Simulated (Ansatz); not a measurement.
Ansatz (a quantum-chemistry and plane-wave program) input (LC-wPBE/def2-TZVPD):

Ansatz 0.2 input:
```yaml
crystal:
  periodic: [false, false, false]
  atoms:
    - {symbol: C, position_ang: [0.00079133, 1.31838480, 0.25090871]}
    - {symbol: C, position_ang: [-1.14803330, 0.29356487, 0.21813347]}
    - {symbol: S, position_ang: [-0.00082143, -1.02849276, -0.37741339]}
    - {symbol: C, position_ang: [1.14874706, 0.29267735, 0.21555319]}
    - {symbol: H, position_ang: [0.00201726, 1.98981929, 1.11119910]}
    - {symbol: H, position_ang: [0.00000531, 1.92193042, -0.65634690]}
    - {symbol: H, position_ang: [-1.96942924, 0.50863668, -0.46145987]}
    - {symbol: H, position_ang: [-1.54453009, 0.05090772, 1.20350364]}
    - {symbol: H, position_ang: [1.96877993, 0.50711489, -0.46588418]}
    - {symbol: H, position_ang: [1.54726917, 0.04971300, 1.20003021]}
basis:
  gaussian:
    orbitals: def2-TZVPD
hamiltonian:
  xc: {name: LC-wPBE}
output: {forces: true}
```

Output:

```
Functional definition: LC-wPBE
integrals: 0.15 GiB planned
1121 factors; their error is unknown
integrals: 0.19 GiB planned
545 factors; integrals over basis functions are off by at most 4.0e-5 eV
mean field: 1.34 GiB planned
mean field evaluation 1: about -14037.5302 eV, gradient 3.4e1 eV
mean field evaluation 2: about -14038.6668 eV, gradient 2.6e1 eV
mean field evaluation 4: about -14040.1643 eV, gradient 9.0e-1 eV
mean field evaluation 8: about -14040.1214 eV, gradient 5.9e-1 eV
mean field evaluation 16: about -14040.1220 eV, gradient 2.6e-5 eV
mean field -14040.12196051 eV, -515.9649653124 hartree, gradient 2.7e-5 eV, S^2 0.000000; 0 other end points of the search recorded, 0 dependent functions left out
the calculation of the forces begins
reference -14040.12196052 eV, -515.9649653127 hartree; 20, 20 occupied and 191, 191 virtual orbitals, 1121 factors
Total energy: -14040.12196052 eV, -515.9649653127 hartree
Atom 0 at     0.000791     1.318385     0.250909 Å, force    -0.000124    -0.308323    -0.003981 eV/Å
Atom 1 at    -1.148033     0.293565     0.218133 Å, force     0.551371    -0.300267    -0.182709 eV/Å
Atom 2 at    -0.000821    -1.028493    -0.377413 Å, force     0.000849     0.941424     0.432069 eV/Å
Atom 3 at     1.148747     0.292677     0.215553 Å, force    -0.552012    -0.299841    -0.181469 eV/Å
Atom 4 at     0.002017     1.989819     1.111199 Å, force    -0.000025    -0.026534    -0.012898 eV/Å
Atom 5 at     0.000005     1.921930    -0.656347 Å, force    -0.000012    -0.017210    -0.004366 eV/Å
Atom 6 at    -1.969429     0.508637    -0.461460 Å, force     0.018785     0.011490    -0.014862 eV/Å
Atom 7 at    -1.544530     0.050908     1.203504 Å, force     0.028478    -0.006133    -0.008514 eV/Å
Atom 8 at     1.968780     0.507115    -0.465884 Å, force    -0.018810     0.011504    -0.014819 eV/Å
Atom 9 at     1.547269     0.049713     1.200030 Å, force    -0.028502    -0.006111    -0.008450 eV/Å
Dipole moment:     0.000335     0.388248     0.165031 e Å
```
